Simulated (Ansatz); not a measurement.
Constitutional and geometric isomers with formula H2BNO. All species are isolated molecules in the gas phase. One relaxed conformer stands for each flexible species; it need not be the lowest. Strings in code marks are SMILES.

Quantity: electronic energy of isomers of H2BNO relative to `NB=O`, in kcal/mol.

Case: `N=BO`. Geometry of `N=BO` (neutral, multiplicity 1, Å):

```xyz
5

N     -1.1424     0.0915    -0.2253
B      0.0448    -0.0397     0.0972
O      1.3140    -0.1862     0.4837
H     -2.0952     0.1927    -0.4748
H      1.9779    -0.1044    -0.2051
```

Q: Give the electronic energy of isomers of H2BNO relative to `NB=O` at the level frozen-core MP2/cc-pVQZ // M06-2X/def2-TZVP (Ansatz, a quantum-chemistry and plane-wave program).

A: 22.0 kcal/mol.
